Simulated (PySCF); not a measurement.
B3ClH5N.
Z-matrix (Å and degrees, PBE0-D3(BJ)/def2-SVP geometry), rows numbered from 1:
```
B 
B   1  1.6619
Cl  2  1.7815  1  115.31
B   2  1.6973  1  127.71  3  -178.96
N   4  1.3909  2  124.02  1   -82.15
H   1  1.2130  2  120.84  3   -89.09
H   1  1.2113  2  122.62  3    91.45
H   4  1.2160  2  118.68  1    98.38
H   5  1.0123  4  122.87  2  -177.30
H   5  1.0120  4  123.96  2     0.04
```

Method: PBE0-D3(BJ)/def2-SVP geometry optimisation, gas phase (PySCF 2.14.0).

Take the most abundant isotopes and a rigid rotor. The values belong to one conformer with, in the numbering `[BH2:1][B:2]([Cl:3])[BH:4][NH2:5]`, B1–B2–B4–N5 -82°.

**Question.** Give the principal moments of inertia and the rotational constants in MHz.

**Answer.** Ia = 96.58, Ib = 213.51, Ic = 285.05 u·Å²; 505379 MHz·u·Å²/I gives A = 5233, B = 2367, C = 1773 MHz.

**Question.** Classify the top.

**Answer.** An asymmetric top. Ray's parameter κ = (2B − A − C)/(A − C) = -0.657; −1 is the prolate and +1 the oblate limit.

**Question.** What does the inertial defect say?

**Answer.** Not planar: Δ = Ic − Ia − Ib = -25.04 u·Å². For a rigid frame Δ = −2 Σ m c², so Σ m c² = 12.52 u·Å² lies off the ab plane: 6.91 from hydrogen and 5.61 from heavier atoms. The atom farthest from that plane is 1.73 Å away.

**Question.** Give the other two planar moments, Paa and Pbb, and the rms extents of the mass along the axes.

**Answer.** Paa = Σ m a² = (Ib + Ic − Ia)/2 = 200.99 and Pbb = Σ m b² = (Ia + Ic − Ib)/2 = 84.06 u·Å². With the mass M = 87.04 u, the rms extents √(P/M) along a, b and c are 1.52, 0.98, 0.38 Å.

**Question.** Predict some low-J microwave lines.

**Answer.** The dipole components are |μa| = 2.43 D, |μb| = 0.07 D, |μc| = 1.20 D. Intensities carry the squares of the components, which stand as 1.00 : 0.00 : 0.24 (a : b : c). Some of the stronger lines:

| type | branch | J(Ka,Kc) | MHz | lower level (cm⁻¹) |
| --- | --- | --- | --- | --- |
| a | Q | 1(1,0) ← 1(1,1) | 594 | 0.234 |
| a | Q | 2(1,1) ← 2(1,2) | 1782 | 0.490 |
| c | Q | 2(1,2) ← 2(0,2) | 2355 | 0.412 |
| c | Q | 1(1,1) ← 1(0,1) | 2866 | 0.138 |
| a | R | 1(0,1) ← 0(0,0) | 4140 | 0.000 |
| c | R | 1(1,0) ← 0(0,0) | 7600 | 0.000 |
| a | R | 2(1,2) ← 1(1,1) | 7686 | 0.234 |
| a | R | 2(0,2) ← 1(0,1) | 8197 | 0.138 |
| c | Q | 2(2,1) ← 2(1,1) | 8597 | 0.549 |
| a | R | 2(1,1) ← 1(1,0) | 8874 | 0.253 |
| c | R | 2(1,1) ← 1(0,1) | 12334 | 0.138 |
| c | R | 2(2,0) ← 1(1,0) | 17554 | 0.253 |
| c | R | 2(2,1) ← 1(1,1) | 18065 | 0.234 |

**Question.** Estimate the classical rotational partition function at 50 K, 298.15 K and 500 K.

**Answer.** Point group C1, symmetry number σ = 1; q = (√π/σ)·√((kT/h)³/(ABC)), k/h = 20836.6 MHz/K: 12700 at 50 K, 185000 at 298.15 K, 402000 at 500 K.

PBE0-D3(BJ)/def2-SVP frequencies: not computed here. Zero-point vibration and centrifugal distortion are left out. Quadrupole hyperfine structure (11B, 14N, 35Cl) is left out.

On an Arm Neoverse N1 with one thread, no GPU, shared host with 64 logical CPUs at a one-minute load of 33, this took 44 s of wall time and 0.40 GiB of memory at its peak. That covers the optimisation of the geometry.
